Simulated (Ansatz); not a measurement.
## Strength of the C–Si bond: C3H8Si → C3H7 + SiH

Species: C3H8Si `CC(C)[SiH]`, singlet; C3H7 (methylethyl) `C[CH]C`, doublet; SiH, doublet. 

Shapes, held fixed at every level: PBE0-D4/def2-TZVP. Flexible molecules stand in one conformer, not always the lowest. Programs: Ansatz 0.2.0. The zero-point and thermal change to 298 K, harmonic and unscaled (PBE0-D4/def2-TZVP), is -12.2 kJ/mol.

Q: Estimate ΔH(298 K) of this reaction.

A: The highest level, CCSD(T)/CBS estimate, gives ΔH(298 K) = +280.5 kJ/mol; the levels span +127.7 to +294.6. The column of differences is taken from that level and isn't an error. Hartree–Fock misses the correlation of the pair that is broken and comes out low. No measured value is set beside it here. Open shells run unrestricted. The CBS estimate extrapolates MP2 from def2-TZVPP and def2-QZVPP and adds CCSD(T) − MP2 in the triple-zeta set, cores frozen.

```
               level                    kind  ΔH(298 K) (kJ/mol)  less CCSD(T)/CBS estimate
        MP2/def2-SVP     perturbation theory              +268.7                      -11.8
      MP2/def2-TZVPP     perturbation theory              +294.6                      +14.1
         HF/def2-SVP            Hartree–Fock              +127.7                     -152.8
 BHLYP-D4/def2-TZVPP           global hybrid              +243.6                      -36.9
  PBE0-D4/def2-TZVPP           global hybrid              +273.5                       -7.0
  wB97M-V/def2-TZVPP  range-separated hybrid              +285.7                       +5.2
       CCSD/def2-SVP   coupled cluster or CI              +235.7                      -44.8
CCSD(T)/CBS estimate   coupled cluster or CI              +280.5                        0.0
```
